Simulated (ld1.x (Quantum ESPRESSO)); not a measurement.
# N (Z = 7): one change to a PAW potential, before and after

ld1.x (Quantum ESPRESSO) 7.5 input, shortened:

```
&input
   title='N', zed=7., rel=1, dft='PZ', iswitch=3,
   config='[He] 2s2 2p2.5'
 /
 &inputp
   pseudotype=3, lpaw=.true., tm=.true., lloc=-2, rcloc=1.95,
   nlcc=.false.,
   which_augfun='PSQ', rmatch_augfun_nc=.true.
 /
4
2S  1  0   2.00   0.00  0.65  0.80  0.0
2S  1  0   0.00  -1.15  0.65  0.80  0.0
2P  2  1   2.50   0.00  1.75  2.35  0.0
2P  2  1   0.00   0.15  1.75  2.35  0.0
 &test
   configts(1)='2s2 2p2.5'
 /
```

Change: waves 2s (bound): rcut 0.65, rcutus 1.22 bohr; 2s channel at -1.15 Ry: rcut 0.65, rcutus 1.22 bohr.

Cutoffs: the cutoffs (Ry, on a coarse ladder) from which the occupation-weighted sum of valence levels, in a spherical-Bessel basis at the reference potential, stays within 10 and 1 mRy of its value at 400 Ry; they do not see the model core or the augmentation charge, which bear on the density cutoff. Errors are all-electron minus pseudo energies relative to the spin-unpolarised reference configuration.

What does the change do?

The potential gets softer (50 Ry and 70 Ry → 18 Ry and 30 Ry); of the 9 tests that both files solve, the error grows in 0 and shrinks in 6 by more than 15 % and 0.3 meV (median size 4.5 → 2.0 meV); neither file shows a bound ghost. A larger radius leaves more room for a smooth pseudo-wave, so fewer plane waves are needed. That the errors move this way runs against the usual rule that smaller radii transfer better.

| quantity | base | changed |
| --- | --- | --- |
| cutoff, loose | 50 Ry | 18 Ry |
| cutoff, tight | 70 Ry | 30 Ry |
| loose cutoff by channel (10 mRy a level) | s 45 Ry, p 10 Ry | s 15 Ry, p 10 Ry |
| bound ghosts | none | none |
| error for 2s2 2p3, meV [ΔE -5.17 eV] | -0.8 | -0.7 |
| error for 2s2 2p2, meV [ΔE 8.57 eV] | -2.6 | -2.2 |
| error for 2s2 2p1, meV [ΔE 37.53 eV] | -28 | -17 |
| error for 2s0 2p5, meV [ΔE 17.29 eV] | -4.5 | -4.5 |
| error for 2s1 2p4, meV [ΔE 6.04 eV] | -2.0 | -1.9 |
| error for 2s2 2p0, meV [ΔE 84.70 eV] | -38 | +8.5 |
| error for 2s2 2p3.3, meV [ΔE -6.83 eV] | -1.5 | -1.2 |
| error for 2s2 2p2.5 (spin-polarised), meV [ΔE -2.31 eV] | +14 | -1.4 |
| error for 2s2 2p3 (spin-polarised), meV [ΔE -8.06 eV] | +12 | -2.0 |
| s: phases at 2.55 bohr within 0.05 rad from the reference energy up to (Ry; the scan ends near 5) | to the end of the scan | to the end of the scan |
| p: phases at 2.55 bohr within 0.05 rad from the reference energy up to (Ry; the scan ends near 5) | to the end of the scan | to the end of the scan |
| lowest overlap eigenvalue by channel | s 0.44, p 0.18 | s 0.71, p 0.18 |
